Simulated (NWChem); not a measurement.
# Correlation energy of silicon monosulfide (SSi)

```xyz
2

Si     0.0000     0.0000     1.0345
S      0.0000     0.0000    -0.9052
```
Charge 0, spin multiplicity 1.

All runs are NWChem calculations. The geometry was optimised at PBE0/def2-SVP, a minimum by its harmonic frequencies.

Basis set: cc-pVDZ. Each correlation energy counts from its own Hartree-Fock reference.

The correlated methods keep 10 core orbitals frozen. No row is a measurement; the coupled-cluster row has its own basis-set and correlation limits.

```tsv
method	correlation energy (mHa)
CR-CCSD(T)	[?]
CCSD	[?]
CCSDT	-237.6
RI-MP2	-204.0
CR-CCSD[T]	-235.0
CCSD(T)	[?]
SCS-MP2	-200.0
CCSD+T(CCSD)	-237.6
MP2	[?]
```

Problem. What belongs in the gaps?

Solution. 
- CR-CCSD(T), correlation energy (mHa): -234.3
- CCSD, correlation energy (mHa): -225.6
- CCSD(T), correlation energy (mHa): -236.6
- MP2, correlation energy (mHa): -203.8
